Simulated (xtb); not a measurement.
Li2 (SMILES [Li][Li]), singlet, geometry from GFN2-xTB (such geometries of metal compounds can be far from the true shape); GFN1-xTB (xtb 6.7.1).

Here is a job for xtb.
```
$ xtb mol.xyz --gfn 1 --hess --json

# file mol.xyz
2

Li    -0.00000000    -0.00000000    -1.14955728
Li     0.00000000     0.00000000     1.14955728
```

It wrote (shortened):

```
   ID    Z sym.   atoms
    1    3 Li     1, 2

           -------------------------------------------------
          |                Calculation Setup                |
           -------------------------------------------------

           -------------------------------------------------
          |                 G F N 1 - x T B                 |
           -------------------------------------------------

          ...................................................
          :                      SETUP                      :
          :.................................................:
          :  # basis functions                   8          :
          :  # atomic orbitals                   8          :
          :  # shells                            4          :
          :  # electrons                         2          :
          :  # halogen bonds                     0          :
          :  max. iterations                   250          :
          :  Hamiltonian                  GFN1-xTB          :
          :  restarted?                      false          :
          :  GBSA solvation                  false          :
          :  PC potential                    false          :
          :  electronic temp.          300.0000000     K    :
          :  accuracy                    1.0000000          :
          :  -> integral cutoff          0.2500000E+02      :
          :  -> integral neglect         0.1000000E-07      :
          :  -> SCF convergence          0.1000000E-05 Eh   :
          :  -> wf. convergence          0.2000000E-04 e    :
          :  Broyden damping             0.4000000          :
          :  net charge                          0          :
          :  unpaired electrons                  0          :
          ...................................................

 iter      E             dE          RMSdq      gap      omega  full diag
   1     -0.7093184 -0.709318E+00  0.231E+00    1.88       0.0  T
   2     -0.7093184 -0.109014E-07  0.138E+00    1.88       1.0  T
   3     -0.7093184 -0.611929E-08  0.834E-05    1.88     848.3  T
   4     -0.7093184 -0.444089E-15  0.144E-11    1.88  100000.0  T

   *** convergence criteria satisfied after 4 iterations ***

         :::::::::::::::::::::::::::::::::::::::::::::::::::::
         ::                     SUMMARY                     ::
         :::::::::::::::::::::::::::::::::::::::::::::::::::::
         :: total energy              -0.705543243430 Eh    ::
         :: gradient norm              0.003594320661 Eh/a0 ::
         :: HOMO-LUMO gap              1.877936157133 eV    ::
         ::.................................................::
         :: SCC energy                -0.709318426380 Eh    ::
         :: -> electrostatic           0.000019613684 Eh    ::
         :: repulsion energy           0.003960667295 Eh    ::
         :: dispersion energy         -0.000185484344 Eh    ::
         :: halogen bond corr.         0.000000000000 Eh    ::
         :: add. restraining           0.000000000000 Eh    ::
         :: total charge              -0.000000000000 e     ::
         :::::::::::::::::::::::::::::::::::::::::::::::::::::

           -------------------------------------------------
          |                Numerical Hessian                |
           -------------------------------------------------
step length          :   0.00500
SCC accuracy         :   0.30000
Hessian scale factor :   1.00000
frozen atoms in %    :   0.00000    0
RMS gradient         :   0.00359 !! INCOMPLETELY OPTIMIZED GEOMETRY !!

writing file <hessian>.

 vibrational frequencies (cm⁻¹)
eigval :        0.00     0.00     0.00     0.00     0.00   421.71
           -------------------------------------------------
          |                Property Printout                |
           -------------------------------------------------

    * Orbital Energies and Occupations

         #    Occupation            Energy/Eh            Energy/eV
[...]
 vibrational frequencies (cm⁻¹)
eigval :        0.00     0.00     0.00     0.00     0.00   421.71
 reduced masses (amu)
   1:  6.94   2:  6.94   3:  6.94   4:  6.94   5:  6.94   6:  6.94
 IR intensities (km·mol⁻¹)
   1:  0.00   2:  0.00   3:  0.00   4:  0.00   5:  0.00   6:  0.00
 Raman intensities (Ä⁴*amu⁻¹)
   1:  0.00   2:  0.00   3:  0.00   4:  0.00   5:  0.00   6:  0.00
 output can be read by thermo (or use thermo option).
 writing <g98.out> molden fake output.
 recommended (thermochemical) frequency scaling factor: 1.0
           -------------------------------------------------
          |             Thermodynamic Functions             |
           -------------------------------------------------

din symmetry found (for desy threshold:  0.10E+00) used in thermo

          ...................................................
          :                      SETUP                      :
          :.................................................:
          :  # frequencies                           1      :
          :  # imaginary freq.                       0      :
          :  linear?                              true      :
          :  only rotor calc.                    false      :
          :  symmetry                              din      :
          :  rotational number                       2      :
          :  scaling factor                  1.0000000      :
          :  rotor cutoff                   50.0000000 cm⁻¹ :
          :  imag. cutoff                  -20.0000000 cm⁻¹ :
          :.................................................:

    mode    ω/cm⁻¹     T·S(HO)/kcal·mol⁻¹    T·S(FR)/kcal·mol⁻¹   T·S(vib)
   ------------------------------------------------------------------------
   ------------------------------------------------------------------------

   temp. (K)  partition function   enthalpy   heat capacity  entropy
                                   cal/mol     cal/K/mol   cal/K/mol   J/K/mol
 298.15  VIB   1.15                  181.248      1.423      0.886
         ROT   113.                  592.502      1.987     11.377
         INT   130.                  773.749      3.410     12.263
         TR   0.500E+26             1481.254      4.968     33.816
         TOT                        2255.0032     8.3784    46.0799   192.7985

       T/K    H(0)-H(T)+PV         H(T)/Eh          T*S/Eh         G(T)/Eh
   ------------------------------------------------------------------------
    298.15    0.359358E-02    0.455430E-02    0.218941E-01   -0.173398E-01
   ------------------------------------------------------------------------

         :::::::::::::::::::::::::::::::::::::::::::::::::::::
         ::                  THERMODYNAMIC                  ::
         :::::::::::::::::::::::::::::::::::::::::::::::::::::
         :: total free energy          -0.722883004274 Eh   ::
         ::.................................................::
         :: total energy               -0.705543243430 Eh   ::
         :: zero point energy           0.000960728099 Eh   ::
         :: G(RRHO) w/o ZPVE           -0.018300488943 Eh   ::
         :: G(RRHO) contrib.           -0.017339760844 Eh   ::
         :::::::::::::::::::::::::::::::::::::::::::::::::::::

           -------------------------------------------------
          | TOTAL ENERGY               -0.705543243430 Eh   |
          | TOTAL ENTHALPY             -0.700988938976 Eh   |
          | TOTAL FREE ENERGY          -0.722883004274 Eh   |
          | GRADIENT NORM               0.003594320661 Eh/α |
          | HOMO-LUMO GAP               1.877936157133 eV   |
           -------------------------------------------------
########################################################################
[WARNING] Runtime exception occurred
-1- hessian_numhess: Hessian on incompletely optimized geometry!
########################################################################

normal termination of xtb
```
